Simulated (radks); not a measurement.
Problem. Successive ionisation energies (eV) of one element, from differences of total energies of ions in their ground configurations, starting at charge 0: 8.227, 16.234, 33.287, 45.414, 166.91, 205.47, 245.56, 304.28, 351.97, 400.74, 472.84, 523.41, 2432.2, 2666.4. Method: scalar-relativistic Kohn-Sham, PBEsol, spin-polarised, spherical densities, finite nucleus; open shells are filled with parallel spins first; Fermi nuclear charge, rms radius 3.1224 fm; computed with a radial shooting solver on a logarithmic mesh with Libxc functionals. Which element is it?

Solution. Silicon (Z = 14). The first species listed is Si in [Ne] 3s2 3p2, the last Si13+ in 1s1.
